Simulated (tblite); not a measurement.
A geometry optimisation, step by step.

Species: C₄H₁₂AsB.
Atom-mapped SMILES: `[BH2:1][AsH:2][CH2:3][CH2:4][CH2:5][CH3:6]` (hydrogens: H7, H8 on B1; H9 on As2; H10, H11 on C3; H12, H13 on C4; H14, H15 on C5; H16, H17, H18 on C6)

Computed with GFN2-xTB (tblite), gas phase: L-BFGS steps from a force-field or distance-geometry start until the largest atomic force falls under 0.01 eV/Å. 9 of its 106 geometries are shown.

Step 0: E = -495.6406 eV, largest atomic force 2.393 eV/Å
```
atom  x, y, z in Å  |  force x, y, z in eV/Å
B1      3.227    0.087   -1.000    0.292   0.891   0.899
As2     2.280   -0.717    0.612    2.001  -1.206   0.516
C3      0.439   -1.254    0.227   -0.169   0.204  -0.587
C4     -0.316   -0.010   -0.183    0.112   0.246  -0.036
C5     -1.770   -0.288   -0.503   -0.406  -0.190  -0.540
C6     -2.366    1.055   -0.889   -0.622   0.718   0.539
H7      4.151   -0.514   -1.442   -0.696  -0.071  -0.230
H8      3.354    1.282   -1.058   -0.123  -0.521  -0.089
H9      2.274    0.392    1.727   -0.711   0.147  -0.823
H10     0.481   -1.899   -0.688    0.052   0.028   0.887
H11    -0.024   -1.794    1.075    0.207   0.262  -0.486
H12     0.154    0.394   -1.109   -0.165  -0.078   0.515
H13    -0.251    0.791    0.597   -0.012  -0.634  -0.364
H14    -2.310   -0.727    0.358    0.364   0.124  -0.412
H15    -1.843   -0.969   -1.388    0.016   0.197   0.849
H16    -3.443    1.115   -0.599    0.835   0.090  -0.426
H17    -1.794    1.828   -0.313   -0.853  -0.321  -0.661
H18    -2.252    1.234   -1.965   -0.122   0.113   0.452
```

Step 13: E = -496.5227 eV, largest atomic force 0.275 eV/Å
```
atom  x, y, z in Å  |  force x, y, z in eV/Å
B1      3.273    0.054   -0.815   -0.098   0.201  -0.095
As2     2.450   -0.882    0.743   -0.080   0.123   0.220
C3      0.546   -1.232    0.167    0.107  -0.074  -0.005
C4     -0.249    0.006   -0.225    0.266   0.048   0.053
C5     -1.730   -0.234   -0.511    0.031  -0.079  -0.032
C6     -2.411    1.078   -0.895   -0.112   0.132   0.048
H7      3.925   -0.546   -1.582   -0.110  -0.042  -0.053
H8      3.245    1.224   -0.934    0.064  -0.106   0.031
H9      2.041    0.376    1.493    0.069  -0.069  -0.017
H10     0.588   -1.979   -0.631   -0.133   0.064  -0.001
H11     0.094   -1.697    1.049   -0.156  -0.078  -0.105
H12     0.206    0.488   -1.093    0.044  -0.036  -0.087
H13    -0.186    0.714    0.607    0.024   0.078   0.022
H14    -2.205   -0.654    0.376   -0.001  -0.004   0.090
H15    -1.851   -0.958   -1.319    0.033  -0.042  -0.007
H16    -3.478    1.056   -0.678    0.055  -0.075  -0.038
H17    -1.975    1.907   -0.337   -0.077  -0.057  -0.021
H18    -2.292    1.286   -1.956    0.074   0.015  -0.002
```

Step 26: E = -496.6468 eV, largest atomic force 0.348 eV/Å
```
atom  x, y, z in Å  |  force x, y, z in eV/Å
B1      3.129    0.040   -0.773   -0.098  -0.177  -0.020
As2     2.402   -0.863    0.850    0.183  -0.111  -0.064
C3      0.564   -1.227    0.155   -0.002   0.079   0.030
C4     -0.141    0.059   -0.248   -0.081   0.031  -0.069
C5     -1.633   -0.189   -0.477    0.127  -0.007   0.073
C6     -2.414    1.058   -0.901    0.219  -0.270  -0.009
H7      3.441   -0.602   -1.705   -0.090  -0.004  -0.011
H8      3.319    1.188   -0.824    0.121   0.139   0.021
H9      1.987    0.401    1.537   -0.037   0.098   0.180
H10     0.629   -1.907   -0.695    0.054  -0.053  -0.030
H11    -0.022   -1.735    0.927    0.075  -0.014   0.073
H12     0.339    0.458   -1.144   -0.079   0.060  -0.129
H13    -0.018    0.807    0.541   -0.070   0.011   0.032
H14    -2.040   -0.576    0.463   -0.087   0.033  -0.104
H15    -1.735   -0.970   -1.235   -0.128   0.032   0.009
H16    -3.479    0.848   -0.824    0.027   0.139  -0.077
H17    -2.163    1.897   -0.255   -0.079  -0.032  -0.041
H18    -2.172    1.319   -1.932   -0.056   0.046   0.136
```

Step 39: E = -496.7161 eV, largest atomic force 0.125 eV/Å
```
atom  x, y, z in Å  |  force x, y, z in eV/Å
B1      3.076    0.061   -0.762   -0.007   0.090  -0.018
As2     2.437   -0.844    0.877   -0.019  -0.045  -0.114
C3      0.600   -1.192    0.156    0.043  -0.068   0.061
C4     -0.149    0.060   -0.281    0.110  -0.042   0.041
C5     -1.637   -0.213   -0.472    0.012  -0.030  -0.003
C6     -2.391    1.034   -0.909   -0.036   0.047   0.002
H7      3.065   -0.565   -1.756   -0.015   0.013  -0.008
H8      3.516    1.145   -0.817    0.044  -0.031   0.059
H9      2.054    0.367    1.695   -0.008   0.038  -0.074
H10     0.706   -1.887   -0.684   -0.005   0.024   0.051
H11     0.030   -1.713    0.931   -0.049   0.015   0.025
H12     0.280    0.446   -1.210    0.026  -0.008   0.008
H13    -0.034    0.841    0.480   -0.011  -0.005   0.009
H14    -2.049   -0.578    0.471   -0.047   0.010   0.033
H15    -1.773   -1.005   -1.213    0.006   0.008  -0.041
H16    -3.458    0.830   -0.961   -0.016   0.038  -0.037
H17    -2.229    1.847   -0.203   -0.024  -0.021   0.043
H18    -2.052    1.372   -1.885   -0.003  -0.034  -0.038
```

Step 52: E = -496.7530 eV, largest atomic force 0.065 eV/Å
```
atom  x, y, z in Å  |  force x, y, z in eV/Å
B1      3.080    0.123   -0.809    0.027   0.005   0.000
As2     2.447   -0.830    0.800    0.023   0.015  -0.003
C3      0.576   -1.229    0.227    0.002   0.012   0.004
C4     -0.171    0.013   -0.243   -0.023  -0.014  -0.009
C5     -1.662   -0.233   -0.486    0.014  -0.003   0.018
C6     -2.378    1.040   -0.928    0.021  -0.037   0.005
H7      2.906   -0.339   -1.874   -0.007   0.018   0.005
H8      3.759    1.076   -0.733   -0.020  -0.036  -0.019
H9      2.111    0.404    1.599   -0.013  -0.028   0.015
H10     0.644   -1.972   -0.573   -0.050   0.026  -0.032
H11     0.040   -1.704    1.054   -0.014   0.049   0.026
H12     0.292    0.382   -1.165   -0.019   0.010   0.008
H13    -0.063    0.803    0.510   -0.044  -0.034  -0.012
H14    -2.124   -0.600    0.435    0.036   0.009   0.020
H15    -1.790   -1.013   -1.242    0.033   0.047  -0.021
H16    -3.442    0.857   -1.068    0.017  -0.026  -0.012
H17    -2.266    1.819   -0.176    0.015  -0.005  -0.017
H18    -1.968    1.407   -1.867    0.003  -0.008   0.023
```

Step 66: E = -496.7584 eV, largest atomic force 0.030 eV/Å
```
atom  x, y, z in Å  |  force x, y, z in eV/Å
B1      3.079    0.133   -0.821   -0.001  -0.007  -0.015
As2     2.453   -0.840    0.777    0.003  -0.023   0.011
C3      0.569   -1.219    0.238    0.006   0.002   0.005
C4     -0.174    0.022   -0.235   -0.003   0.006   0.008
C5     -1.657   -0.241   -0.488   -0.007   0.006  -0.011
C6     -2.372    1.028   -0.934   -0.009   0.012   0.009
H7      2.849   -0.283   -1.893    0.000  -0.002  -0.015
H8      3.810    1.045   -0.741   -0.006   0.006   0.002
H9      2.122    0.375    1.603    0.022   0.002   0.015
H10     0.593   -1.974   -0.552    0.007   0.003  -0.006
H11     0.041   -1.662    1.089   -0.001   0.003   0.009
H12     0.291    0.402   -1.151   -0.001  -0.013   0.001
H13    -0.084    0.808    0.522   -0.004  -0.001   0.020
H14    -2.116   -0.620    0.429   -0.003   0.019  -0.007
H15    -1.770   -1.012   -1.254    0.025  -0.005  -0.010
H16    -3.430    0.838   -1.102    0.017  -0.001  -0.011
H17    -2.279    1.802   -0.174   -0.015  -0.002  -0.002
H18    -1.935    1.404   -1.857   -0.030  -0.003  -0.003
```

Step 79: E = -496.7618 eV, largest atomic force 0.020 eV/Å
```
atom  x, y, z in Å  |  force x, y, z in eV/Å
B1      3.069    0.123   -0.837   -0.003  -0.003  -0.007
As2     2.470   -0.874    0.756   -0.010  -0.005   0.011
C3      0.564   -1.202    0.260    0.000  -0.007  -0.002
C4     -0.170    0.046   -0.211    0.002  -0.010   0.008
C5     -1.645   -0.233   -0.499    0.007   0.000   0.005
C6     -2.384    1.020   -0.951    0.000  -0.003   0.002
H7      2.809   -0.266   -1.913    0.001  -0.001   0.002
H8      3.811    1.026   -0.753    0.002   0.006  -0.007
H9      2.200    0.325    1.627    0.001   0.003  -0.004
H10     0.562   -1.961   -0.528   -0.001   0.003  -0.001
H11     0.043   -1.631    1.121    0.012   0.003  -0.005
H12     0.310    0.435   -1.115   -0.004   0.002   0.018
H13    -0.099    0.821    0.560   -0.004  -0.001  -0.008
H14    -2.118   -0.624    0.405    0.000  -0.007  -0.006
H15    -1.722   -1.002   -1.272    0.000   0.008   0.003
H16    -3.432    0.798   -1.135   -0.011   0.003  -0.016
H17    -2.328    1.791   -0.186    0.005   0.012   0.004
H18    -1.950    1.415   -1.868    0.004  -0.006   0.003
```

Step 92: E = -496.7623 eV, largest atomic force 0.022 eV/Å
```
atom  x, y, z in Å  |  force x, y, z in eV/Å
B1      3.067    0.120   -0.846   -0.013  -0.010   0.011
As2     2.473   -0.873    0.752    0.006   0.006  -0.003
C3      0.564   -1.201    0.265    0.007  -0.004   0.000
C4     -0.175    0.047   -0.195    0.006   0.001  -0.001
C5     -1.646   -0.235   -0.499    0.003   0.012   0.003
C6     -2.381    1.020   -0.955    0.000   0.005   0.005
H7      2.805   -0.274   -1.920    0.000   0.001  -0.002
H8      3.804    1.027   -0.767    0.002   0.002  -0.008
H9      2.209    0.329    1.622   -0.004   0.000  -0.004
H10     0.558   -1.956   -0.527    0.005  -0.009  -0.006
H11     0.051   -1.637    1.128   -0.008  -0.003   0.002
H12     0.308    0.449   -1.091    0.008   0.007   0.001
H13    -0.110    0.814    0.584   -0.019   0.003  -0.002
H14    -2.126   -0.635    0.398   -0.012   0.004  -0.012
H15    -1.713   -0.997   -1.280   -0.001   0.005   0.020
H16    -3.429    0.803   -1.152    0.010  -0.016  -0.012
H17    -2.334    1.793   -0.191    0.017  -0.009   0.009
H18    -1.934    1.413   -1.866   -0.008   0.004   0.001
```

Step 105: E = -496.7632 eV, largest atomic force 0.009 eV/Å
```
atom  x, y, z in Å  |  force x, y, z in eV/Å
B1      3.050    0.111   -0.862    0.000   0.005  -0.007
As2     2.475   -0.866    0.754    0.002  -0.002   0.003
C3      0.568   -1.202    0.273   -0.004  -0.003   0.000
C4     -0.177    0.051   -0.165    0.002   0.000  -0.001
C5     -1.641   -0.234   -0.499   -0.002  -0.002   0.000
C6     -2.370    1.020   -0.964   -0.002   0.004  -0.001
H7      2.781   -0.301   -1.928    0.000   0.002   0.009
H8      3.780    1.025   -0.806   -0.003  -0.006  -0.002
H9      2.209    0.346    1.610   -0.001   0.002  -0.001
H10     0.565   -1.942   -0.533    0.004   0.001   0.001
H11     0.056   -1.656    1.127    0.000   0.001   0.003
H12     0.317    0.482   -1.042    0.000   0.000  -0.005
H13    -0.134    0.799    0.634    0.003  -0.001   0.002
H14    -2.140   -0.637    0.385   -0.001  -0.007   0.003
H15    -1.691   -0.995   -1.283    0.002   0.001  -0.002
H16    -3.410    0.797   -1.191   -0.001  -0.002  -0.001
H17    -2.344    1.785   -0.191    0.000   0.003   0.001
H18    -1.903    1.423   -1.860    0.000   0.005  -0.001
```

Task: Summarise the path.

Result: The energy falls by 1.1226 eV from step 0 to step 105; nine tenths of that is first reached at step 27. It falls at every step. The largest force goes from 2.393 to 0.009 eV/Å. Among the bonds As2–H9 changes most, from 1.573 to 1.507 Å; the atoms move by 0.460 Å rms after alignment.

What follows is the cost of the whole relaxation. Time: 0.68 s of wall time. Hardware: one thread of an Arm Neoverse V1, shared host.
